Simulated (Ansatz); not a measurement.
Isolated molecules relaxed with PBE0-D4/def2-TZVP in Ansatz; ΔE leaves out vibrations. CBS: MP2 limit from def2 TZ/QZ plus the TZ coupled-cluster correction, frozen cores. This one scheme is used for every species. DFT in def2-TZVPP. B3LYP here is the variant with VWN-RPA as its local correlation; programs differ in this. For Br outer-core shells are correlated without core-valence functions, which leaves a few kJ/mol of doubt a bond. Scalar relativity is left out up to krypton. Each species was taken in one conformer, which may not be the lowest.

Reaction (ligand exchange at the Si–O bond): `FCO[SiH2]Br` + `N[SiH3]` → `[SiH3]N[SiH2]Br` + `OCF`

| level | ΔE (kJ/mol) |
| --- | --- |
| r2SCAN-D4 | 23.5 |
| B3LYP-D4 | 23.2 |
| CCSD/def2-TZVPP | 22.9 |
| HF/CBS(def2) | 30.1 |

What does CCSD(T)/CBS give? (An estimate is asked.)

The calculation gave: +22.0 kJ/mol. The listed levels differ from it by 1.5, 1.2, 0.9, 8.1 kJ/mol.

Largest T1 diagnostic among the species: 0.011.

In def2-TZVPP, CCSD(T) changes the Hartree–Fock value by −7.8 kJ/mol (the triples alone add −1.1 kJ/mol) and MP2 by −7.8 kJ/mol.
